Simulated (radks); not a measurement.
The numbers below are computed, except where a source is named.
Q: Radial electron density D(r) = 4 pi r^2 rho(r) of an atom or ion with 54 electrons. Code: a radial shooting solver on a logarithmic mesh with Libxc functionals. Model: scalar-relativistic Kohn-Sham, LB94 model potential, spin-polarised, spherical densities, finite nucleus; Fermi nuclear charge, rms radius of each element as measured or else 0.836 A^(1/3) + 0.57 fm.

r (bohr),D(r) (e/bohr)
0.001392,3.956
0.001607,5.029
0.001841,6.287
0.002127,7.931
0.002456,9.957
0.002814,12.28
0.00325,15.23
0.003753,18.76
0.0043,22.66
0.004966,27.41
0.005735,32.79
0.00657,38.38
0.007588,44.68
0.008763,51.16
0.01004,57.12
0.01159,62.86
0.01339,67.54
0.01534,70.57
0.01772,71.97
0.02046,71.44
0.02344,69.43
0.02707,66.47
0.03127,63.85
0.03582,62.96
0.04137,64.89
0.04778,70.21
0.05474,77.68
0.06321,86.17
0.07301,92.33
0.08364,93.57
0.0966,89.08
0.1116,80.36
0.1278,72.02
0.1476,67.51
0.1705,69.47
0.1953,75.15
0.2255,79.38
0.2605,75.95
0.2984,64.28
0.3447,47.36
0.398,33.26
0.456,27.30
0.5267,28.07
0.6082,30.90
0.6968,30.76
0.8048,26.22
0.9294,19.26
1.065,13.29
1.23,9.235
1.42,7.277
1.627,6.301
1.879,5.288
2.17,4.012
2.486,2.725
2.871,1.555
3.316,0.7454
3.799,0.3114
4.388,0.09972
5.067,0.02484
5.805,0.005136
6.705,0.0007047

What is the nuclear charge?

A: Z = 55. The innermost maximum, from 1s, lies near gamma/Z bohr with gamma = sqrt(1 - (Z/c)^2) = 0.916, here 0.0167 bohr (found: 0.0183), and its height grows with Z. The density is that of the caesium ion Cs+ in [Xe]; the configuration itself is not fixed sharply by these data, and Z only to a few units. D(r) has 4 maxima, at r = 0.0183, 0.0804, 0.229, 0.648 bohr, and minima at 0.0353, 0.151, 0.478 bohr, inside which lie 1.97, 11.18, 29.06 electrons.
